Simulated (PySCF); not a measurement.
Computed shifts of a molecule C₃H₈OSi, KT2/pcSseg-1 run with PySCF, GIAO, gas phase, atoms alike by connectivity averaged where their shifts nearly agree, in ppm (number of nuclei): ²⁹Si: -7.2 (1). ¹³C: 133.7 (1), 114.8 (1), 30.1 (1). ¹H: 6.19 (1), 5.40 (2), 5.34 (2), 2.41 (1), 1.68 (1), 0.97 (1). References: ²⁹Si against TMS (σ = 361.9 ppm); ¹⁷O against H2O (σ = 330.4 ppm); ¹³C against TMS (σ = 185.1 ppm); ¹H against TMS (σ = 31.47 ppm), references at their B3LYP-D3(BJ)/def2-TZVP geometries, non-relativistic. Geometry: PBE0-D3(BJ)/def2-SVP. The values are those of a single conformer.

Pick the molecule that these values belong to.
A. O[C@H]1C[C@H]1[SiH3]
B. C=CC[SiH2]O
C. [SiH3][C@H]1CCO1
D. OC1C[SiH2]C1

B, C=CC[SiH2]O
